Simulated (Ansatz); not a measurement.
A nudged elastic band was laid between two geometries of a periodic cell of 13 atoms, Mg$_{12}$Cu (host Mg, host structure hcp, interstitial Cu).

All numbers below come from Ansatz, DFT PBE-D3(BJ), scalar-relativistic, plane waves, PAW. Settings: cutoff 420 eV, k mesh 3x2x3, fermi-dirac smearing 0.05 eV, no spin polarisation.

```json
{"movable images": "3", "climbing image": "yes", "spring": "5.0 eV/Å²", "optimiser": "quadratic models (default)", "start path": "IDPP", "force threshold": "0.05 eV/Å", "iteration limit": "60", "end points": "relaxed"}
```

First end point:

```xyz
13
Lattice="6.4200 0.0000 0.0000 -4.8150 8.3398 0.0000 0.0000 0.0000 5.2130" Properties=species:S:1:pos:R:3
Mg 0.354 0.076 0.201
Mg -0.352 1.786 3.038
Mg -1.518 2.753 0.597
Mg -1.210 4.924 2.576
Mg -2.899 5.457 -0.043
Mg -3.333 7.160 2.730
Mg 3.499 0.112 -0.369
Mg 2.591 1.390 2.216
Mg 1.665 2.848 -0.189
Mg 1.831 4.463 2.417
Mg 0.381 5.713 -0.139
Mg 0.008 7.506 2.335
Cu -2.597 3.094 3.547
```

Last end point:

```xyz
13
Lattice="6.4200 0.0000 0.0000 -4.8150 8.3398 0.0000 0.0000 0.0000 5.2130" Properties=species:S:1:pos:R:3
Mg 0.351 0.076 -0.198
Mg -0.355 1.786 2.177
Mg -1.520 2.754 -0.597
Mg -1.212 4.925 2.638
Mg -2.902 5.458 0.046
Mg -3.332 7.160 2.486
Mg 3.496 0.111 0.368
Mg 2.588 1.391 2.997
Mg 1.662 2.849 0.190
Mg 1.829 4.465 2.797
Mg 0.378 5.715 0.139
Mg 0.007 7.506 2.877
Cu -2.599 3.096 1.665
```

**Question.** What changes between the two ends?

**Answer.** The atom that moves furthest is Cu13, by 1.88 Å.

**Question.** What energy profile does the band end with?

**Answer.** The run converged. The highest image is number 2 of 0 to 4, 0.45 eV above the ends, which have the same energy within 2 meV. By the program's own check the climbing image is a first-order saddle point (lowest curvatures found: -1.36 and 0.15 eV/Å²). Limits of this set-up: coarse k mesh.

```
image  path coordinate (Å)  energy (eV)
    0                 0.00         0.00
    1                 0.89         0.12
    2                 1.78         0.45
    3                 2.67         0.12
    4                 3.57         0.00
```

**Question.** What is the geometry of the highest image?

**Answer.** 
```xyz
13
Lattice="6.4200 0.0000 0.0000 -4.8150 8.3398 0.0000 0.0000 0.0000 5.2130" Properties=species:S:1:pos:R:3:forces:R:3
Mg 0.250 0.077 0.001 0.00 0.00 0.00
Mg -0.212 2.058 2.607 -0.02 0.00 0.00
Mg -1.636 2.637 0.001 0.00 -0.01 0.00
Mg -1.116 5.211 2.608 0.01 0.01 0.00
Mg -2.962 5.326 0.001 0.00 0.00 0.00
Mg -3.338 7.089 2.607 0.00 0.00 0.00
Mg 3.336 -0.303 0.000 0.00 0.00 0.00
Mg 2.669 1.243 2.606 0.00 0.00 0.00
Mg 1.695 2.761 0.000 0.00 0.00 0.00
Mg 1.681 4.530 2.607 -0.01 0.01 0.00
Mg 0.400 5.663 0.001 0.00 0.00 0.00
Mg 0.191 7.681 2.607 0.00 0.01 0.00
Cu -2.552 3.316 2.607 0.01 -0.03 0.00
```

Run time: 7.4 min on 2 threads of Arm Neoverse V2, on a shared host, peak memory 1.3 GiB.
